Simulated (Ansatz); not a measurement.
Single points on Si32H36, a nanocrystal cut from cubic silicon.

```yaml
crystal:
  periodic: [false, false, false]
  atoms:
    - {symbol: Si, position_ang: [-2.847513, -2.845710, 0.119922]}
    - {symbol: Si, position_ang: [-2.839316, -0.133496, -2.599265]}
    - {symbol: Si, position_ang: [-2.846375, -0.114080, 2.846392]}
    - {symbol: Si, position_ang: [-2.836151, 2.603166, 0.132744]}
    - {symbol: Si, position_ang: [-0.107106, -0.110189, -5.344177]}
    - {symbol: Si, position_ang: [-0.136065, -2.839522, -2.599174]}
    - {symbol: Si, position_ang: [-0.133570, -0.133465, 0.133508]}
    - {symbol: Si, position_ang: [2.599727, -2.838843, 0.134131]}
    - {symbol: Si, position_ang: [2.573833, -0.133945, -2.575838]}
    - {symbol: Si, position_ang: [-0.117669, -2.844397, 2.848211]}
    - {symbol: Si, position_ang: [2.601773, -0.133066, 2.837334]}
    - {symbol: Si, position_ang: [-0.130602, 2.573381, -2.576391]}
    - {symbol: Si, position_ang: [-0.103001, 5.344561, 0.102221]}
    - {symbol: Si, position_ang: [2.576265, 2.573360, 0.128917]}
    - {symbol: Si, position_ang: [-0.131233, 2.602177, 2.836683]}
    - {symbol: Si, position_ang: [5.344589, -0.108274, 0.104191]}
    - {symbol: Si, position_ang: [-1.604235, -4.201639, -1.357375]}
    - {symbol: Si, position_ang: [-1.463529, -1.462375, -3.976981]}
    - {symbol: Si, position_ang: [-4.201926, -1.602426, -1.358790]}
    - {symbol: Si, position_ang: [-4.199934, 1.364702, 1.602061]}
    - {symbol: Si, position_ang: [-1.489519, -1.487645, 1.490323]}
    - {symbol: Si, position_ang: [-1.497160, 1.218838, -1.218781]}
    - {symbol: Si, position_ang: [-1.602516, 1.365152, 4.199774]}
    - {symbol: Si, position_ang: [-1.457744, 3.980544, 1.459249]}
    - {symbol: Si, position_ang: [1.360903, -4.199887, 1.605722]}
    - {symbol: Si, position_ang: [1.232518, 1.230367, -3.949813]}
    - {symbol: Si, position_ang: [1.217383, -1.498783, -1.218395]}
    - {symbol: Si, position_ang: [1.219645, 1.218608, 1.496248]}
    - {symbol: Si, position_ang: [3.978601, -1.461772, 1.460464]}
    - {symbol: Si, position_ang: [3.948640, 1.230501, -1.235510]}
    - {symbol: Si, position_ang: [1.360879, -1.599858, 4.201682]}
    - {symbol: Si, position_ang: [1.235305, 3.946891, -1.236140]}
    - {symbol: H, position_ang: [-3.718956, -3.716048, 0.996756]}
    - {symbol: H, position_ang: [-3.695597, 0.763747, -3.464105]}
    - {symbol: H, position_ang: [-3.718438, -0.988764, 3.718264]}
    - {symbol: H, position_ang: [-3.691375, 3.468230, -0.765301]}
    - {symbol: H, position_ang: [-0.970348, 0.758922, -6.227652]}
    - {symbol: H, position_ang: [0.763414, -0.977075, -6.222693]}
    - {symbol: H, position_ang: [0.760604, -3.696020, -3.464397]}
    - {symbol: H, position_ang: [3.463899, -3.695871, -0.763046]}
    - {symbol: H, position_ang: [3.435655, -1.028367, -3.438480]}
    - {symbol: H, position_ang: [-0.993467, -3.715199, 3.720231]}
    - {symbol: H, position_ang: [3.467158, 0.764878, 3.692334]}
    - {symbol: H, position_ang: [-1.023889, 3.436422, -3.438996]}
    - {symbol: H, position_ang: [-0.968033, 6.224323, -0.768868]}
    - {symbol: H, position_ang: [0.767651, 6.226742, 0.965229]}
    - {symbol: H, position_ang: [3.439843, 3.435829, 1.021812]}
    - {symbol: H, position_ang: [0.766936, 3.466544, 3.692480]}
    - {symbol: H, position_ang: [6.224917, -0.973966, -0.765689]}
    - {symbol: H, position_ang: [6.226172, 0.762448, 0.967748]}
    - {symbol: H, position_ang: [-2.584603, -4.825104, -2.323959]}
    - {symbol: H, position_ang: [-0.872656, -5.311691, -0.652252]}
    - {symbol: H, position_ang: [-2.349204, -2.347193, -4.825538]}
    - {symbol: H, position_ang: [-4.823612, -2.582832, -2.326492]}
    - {symbol: H, position_ang: [-5.313384, -0.871883, -0.654820]}
    - {symbol: H, position_ang: [-5.311818, 0.661793, 0.871190]}
    - {symbol: H, position_ang: [-4.820968, 2.332812, 2.582452]}
    - {symbol: H, position_ang: [-2.582744, 2.334827, 4.818631]}
    - {symbol: H, position_ang: [-0.873721, 0.662556, 5.313222]}
    - {symbol: H, position_ang: [-2.341701, 4.831104, 2.343859]}
    - {symbol: H, position_ang: [0.657729, -5.313096, 0.877127]}
    - {symbol: H, position_ang: [2.329321, -4.819180, 2.586919]}
    - {symbol: H, position_ang: [2.129647, 2.126265, -4.773936]}
    - {symbol: H, position_ang: [4.827899, -2.346775, 2.345235]}
    - {symbol: H, position_ang: [4.771752, 2.126742, -2.133227]}
    - {symbol: H, position_ang: [0.656845, -0.866927, 5.311545]}
    - {symbol: H, position_ang: [2.327701, -2.579915, 4.825284]}
    - {symbol: H, position_ang: [2.132439, 4.768877, -2.134004]}
basis:
  gaussian: {orbitals: def2-SVP, fitting: {mean_field: def2-universal-jkfit}, initial_orbitals: start.molden}
hamiltonian: {xc: pbe0, dispersion: d4}
scf: {omitted_lower_state_checks: [starts]}
output: {orbitals: {seedname: orbitals}}
```

The file start.molden holds the orbitals of an earlier run on this structure, at another level or in another basis.

```sh
$ ansatz run in.yaml --threads 10 --pin off --events-out ev --progress --plain --max-ram 110592MiB --backend cuda --devices 0, --max-vram 75GiB
```

Output, abridged:

```
Functional definition: PBE0
4744 factors; integrals over basis functions are off by at most 3.2e-1 eV
mean field evaluation 1: about -252499.5535 eV, gradient 9.9e0 eV
mean field evaluation 2: about -252499.9220 eV, gradient 2.7e-1 eV
mean field evaluation 4: about -252499.9053 eV, gradient 5.1e-4 eV
mean field -252499.90528335 eV, -9279.2003685800 hartree, gradient 8.2e-6 eV, S^2 0.000000; 0 other end points of the search recorded, 0 dependent functions left out
reference -252499.90536090 eV, -9279.2003714301 hartree; 242, 242 occupied and 514, 514 virtual orbitals, 4744 factors
Total energy: -252505.56492210 eV, -9279.4083564681 hartree
Checks for a lower state left out: starts
```

Hardware: 10 threads of AMD EPYC 7R13 on a shared host and a whole NVIDIA H100 80GB HBM3. Wall time 6 s, peak host memory 1.3 GiB.

The first input with `gaussian: {orbitals: def2-TZVP, fitting: {mean_field: def2-universal-jkfit}, initial_orbitals: start.molden}`, `output: {forces: true, orbitals: {seedname: orbitals}}` (abridged; 15 s):

```
Functional definition: PBE0
mean field -252585.28639557 eV, -9282.3380665808 hartree, gradient 2.1e-5 eV, S^2 0.000000
Total energy: -252590.94605601 eV, -9282.5460552660 hartree
Atom 0 force    -0.079526    -0.079332     0.041215 eV/Å
Atom 1 force    -0.059047     0.045551    -0.079685 eV/Å
Atom 2 force    -0.079703    -0.041310     0.079341 eV/Å
Atom 3 force    -0.059116     0.079462    -0.045604 eV/Å
Atom 4 force     0.001083     0.000706    -0.148633 eV/Å
Atom 5 force     0.045804    -0.059236    -0.079518 eV/Å
Atom 6 force    -0.013156    -0.012961     0.012801 eV/Å
Atom 7 force     0.079633    -0.059323    -0.045162 eV/Å
Atom 8 force     0.058740    -0.040409    -0.058587 eV/Å
Atom 9 force    -0.041485    -0.079412     0.079591 eV/Å
Atom 10 force     0.079443     0.045759     0.058931 eV/Å
Atom 11 force    -0.040339     0.058897    -0.058653 eV/Å
Atom 12 force     0.000752     0.148687    -0.000895 eV/Å
Atom 13 force     0.058637     0.058407     0.040306 eV/Å
Atom 14 force     0.045414     0.080005     0.058890 eV/Å
Atom 15 force     0.148500     0.000807    -0.000928 eV/Å
Atom 16 force    -0.055763    -0.142626    -0.064288 eV/Å
Atom 17 force    -0.075316    -0.075847    -0.059124 eV/Å
Atom 18 force    -0.142904    -0.055610    -0.064272 eV/Å
Atom 19 force    -0.142477     0.064543     0.056056 eV/Å
Atom 20 force    -0.017657    -0.017663     0.017593 eV/Å
Atom 21 force    -0.012536     0.025398    -0.025471 eV/Å
Atom 22 force    -0.055957     0.064345     0.142612 eV/Å
Atom 23 force    -0.075371     0.059282     0.075092 eV/Å
Atom 24 force     0.064115    -0.142600     0.055947 eV/Å
Atom 25 force     0.062548     0.061917    -0.068110 eV/Å
Atom 26 force     0.025472    -0.012312    -0.025258 eV/Å
Atom 27 force     0.025730     0.025577     0.012938 eV/Å
Atom 28 force     0.059187    -0.075364     0.075281 eV/Å
Atom 29 force     0.067937     0.062521    -0.062216 eV/Å
Atom 30 force     0.064282    -0.056054     0.142740 eV/Å
Atom 31 force     0.062170     0.067923    -0.062487 eV/Å
Atom 32 force     0.171627     0.171404    -0.170381 eV/Å
Atom 33 force     0.169383    -0.173505     0.169764 eV/Å
Atom 34 force     0.171887     0.169925    -0.171546 eV/Å
Atom 35 force     0.168985    -0.169988     0.173732 eV/Å
Atom 36 force     0.192178    -0.195161     0.180588 eV/Å
Atom 37 force    -0.195573     0.193142     0.178853 eV/Å
Atom 38 force    -0.173241     0.169220     0.170055 eV/Å
Atom 39 force    -0.169791     0.169366     0.173525 eV/Å
Atom 40 force    -0.167366     0.175298     0.167701 eV/Å
Atom 41 force     0.170148     0.171574    -0.171692 eV/Å
Atom 42 force    -0.169951    -0.173724    -0.169023 eV/Å
Atom 43 force     0.175079    -0.167940     0.167440 eV/Å
Atom 44 force     0.192579    -0.179208     0.195562 eV/Å
Atom 45 force    -0.195350    -0.180114    -0.192257 eV/Å
Atom 46 force    -0.167898    -0.167282    -0.175272 eV/Å
Atom 47 force    -0.173678    -0.169836    -0.169345 eV/Å
Atom 48 force    -0.179624     0.192911     0.195341 eV/Å
Atom 49 force    -0.179816    -0.195615    -0.192367 eV/Å
Atom 50 force     0.209037     0.119796     0.209340 eV/Å
Atom 51 force    -0.173671     0.232719    -0.160960 eV/Å
Atom 52 force     0.175494     0.175196     0.158732 eV/Å
Atom 53 force     0.119356     0.208957     0.209427 eV/Å
Atom 54 force     0.232948    -0.173393    -0.160647 eV/Å
Atom 55 force     0.232894     0.160293     0.173012 eV/Å
Atom 56 force     0.119051    -0.209324    -0.208986 eV/Å
Atom 57 force     0.208918    -0.209700    -0.118441 eV/Å
Atom 58 force    -0.172880     0.160779    -0.233114 eV/Å
Atom 59 force     0.175046    -0.159162    -0.175294 eV/Å
Atom 60 force     0.160317     0.233039     0.172704 eV/Å
Atom 61 force    -0.209316     0.118623    -0.209007 eV/Å
Atom 62 force    -0.175802    -0.175578     0.157696 eV/Å
Atom 63 force    -0.158919     0.175322    -0.175077 eV/Å
Atom 64 force    -0.157477    -0.175616     0.175855 eV/Å
Atom 65 force     0.161501    -0.174041    -0.232576 eV/Å
Atom 66 force    -0.209412     0.209247    -0.119791 eV/Å
Atom 67 force    -0.175756    -0.157350     0.176001 eV/Å
Dipole moment:     0.005006     0.004903    -0.005051 e Å
Checks for a lower state left out: starts
```

Geometry: PBE-D4/def2-SVP.

Single mean-field runs in def2-SVP, def2-TZVP are fitted with def2-universal-jkfit.
